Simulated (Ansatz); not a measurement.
Computed with Ansatz on PBE0-D4/def2-TZVP structures; ΔE is electronic, products minus reactants. CCSD(T)/CBS adds triple-zeta CCSD(T) − MP2 to the extrapolated MP2 energy (def2 sets, frozen cores). This one scheme is used for every species. Functionals use def2-TZVPP. HSE06 is defined as in plane-wave codes. Elements past krypton have def2 core potentials. For Br, In outer-core shells are correlated without core-valence functions, which leaves a few kJ/mol of doubt a bond. Scalar relativity is left out up to krypton. One conformer a species, not always the lowest.

`C[O][In]([F])[F]` + HBr → `[F][In]([F])[Br]` + CH₃OH  (ligand exchange at the In–O bond)

Problem. Is it downhill or uphill in electronic energy at CCSD(T)/CBS, and by how much? (Best estimate.)

Solution. Computed: Downhill: ΔE = -26.4 kcal/mol.

Problem. What do these levels give: BLYP-D4, HSE06-D4, ωB97X-V, PBE-QIDH, r2SCAN, r2SCANh, LC-ωPBE, HF/def2-SVP, MP2/def2-TZVPP, MP2/def2-QZVPP, MP2/CBS(def2), CCSD/CBS(def2)? (Estimate.)

Solution. Computed: BLYP-D4 -24.0, HSE06-D4 -28.5, ωB97X-V -26.8, PBE-QIDH -28.6, r2SCAN -26.8, r2SCANh -27.8, LC-ωPBE -26.9, HF/def2-SVP -31.1, MP2/def2-TZVPP -26.1, MP2/def2-QZVPP -26.4, MP2/CBS(def2) -26.8, CCSD/CBS(def2) -27.4 kcal/mol.

Largest T1 diagnostic among the species: 0.017.

In def2-TZVPP, CCSD(T) changes the Hartree–Fock value by +6.4 kcal/mol (the triples alone add +0.9 kcal/mol) and MP2 by +6.1 kcal/mol. From PBE to PBE0 (25 % exact exchange), in def2-TZVPP and without D4, ΔE moves by −2.7 kcal/mol. Leaving LDA and LC-ωPBE aside and taking each functional with its dispersion term where it has one, the values, not all of them listed here, spread over 5.5 kcal/mol, from BHLYP-D4 to BLYP-D4.
